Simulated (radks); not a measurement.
Values are calculated unless marked as measured or tabulated.
All-electron atom: I+ in [Kr] 4d10 5s2 5p4 (the NIST ground configuration).

Level of theory: scalar-relativistic Kohn-Sham, r2SCAN, spin-polarised, spherical densities, finite nucleus; open shells are filled with parallel spins first (spin-orbit coupling, left out, can overturn this in heavy ions); meta-GGA in the generalised Kohn-Sham scheme; Fermi nuclear charge, rms radius 4.75 fm (a radial shooting solver on a logarithmic mesh with Libxc functionals).

Energy parts (hartree):
total: -7116.72854
kinetic: 7470.07085
electron-nucleus: -17201.05427
Hartree: 2795.59423
exchange-correlation: -181.33935

Orbitals (lengths in bohr, moments of r in powers of bohr):
[
 {"orbital": "1s up", "occ.": "1", "eigenvalue (hartree)": "-1214.610", "<r^2>": "0.001005"},
 {"orbital": "1s down", "occ.": "1", "eigenvalue (hartree)": "-1214.606", "<r^2>": "0.001005"},
 {"orbital": "2s up", "occ.": "1", "eigenvalue (hartree)": "-188.5829", "<r^2>": "0.01619"},
 {"orbital": "2s down", "occ.": "1", "eigenvalue (hartree)": "-188.5824", "<r^2>": "0.01619"},
 {"orbital": "2p up", "occ.": "3", "eigenvalue (hartree)": "-169.1832", "<r^2>": "0.01283"},
 {"orbital": "2p down", "occ.": "3", "eigenvalue (hartree)": "-169.1806", "<r^2>": "0.01283"},
 {"orbital": "3s up", "occ.": "1", "eigenvalue (hartree)": "-38.59006", "<r^2>": "0.1123"},
 {"orbital": "3s down", "occ.": "1", "eigenvalue (hartree)": "-38.58804", "<r^2>": "0.1123"},
 {"orbital": "3p up", "occ.": "3", "eigenvalue (hartree)": "-32.26204", "<r^2>": "0.1127"},
 {"orbital": "3p down", "occ.": "3", "eigenvalue (hartree)": "-32.25924", "<r^2>": "0.1127"},
 {"orbital": "3d up", "occ.": "5", "eigenvalue (hartree)": "-22.79963", "<r^2>": "0.09856"},
 {"orbital": "3d down", "occ.": "5", "eigenvalue (hartree)": "-22.79669", "<r^2>": "0.09855"},
 {"orbital": "4s up", "occ.": "1", "eigenvalue (hartree)": "-7.15283", "<r^2>": "0.6196"},
 {"orbital": "4s down", "occ.": "1", "eigenvalue (hartree)": "-7.14613", "<r^2>": "0.6200"},
 {"orbital": "4p up", "occ.": "3", "eigenvalue (hartree)": "-5.15926", "<r^2>": "0.7154"},
 {"orbital": "4p down", "occ.": "3", "eigenvalue (hartree)": "-5.15336", "<r^2>": "0.7149"},
 {"orbital": "4d up", "occ.": "5", "eigenvalue (hartree)": "-2.24326", "<r^2>": "0.9966"},
 {"orbital": "4d down", "occ.": "5", "eigenvalue (hartree)": "-2.23410", "<r^2>": "0.9859"},
 {"orbital": "5s up", "occ.": "1", "eigenvalue (hartree)": "-1.01708", "<r^2>": "4.233"},
 {"orbital": "5s down", "occ.": "1", "eigenvalue (hartree)": "-0.94457", "<r^2>": "4.232"},
 {"orbital": "5p up", "occ.": "3", "eigenvalue (hartree)": "-0.60348", "<r^2>": "6.015"},
 {"orbital": "5p down", "occ.": "1", "eigenvalue (hartree)": "-0.53199", "<r^2>": "6.202"}
]

The highest occupied level is 5p down at -14.476 eV. The electron density at the nucleus is 2.569e+05 e/bohr^3 (large components only).
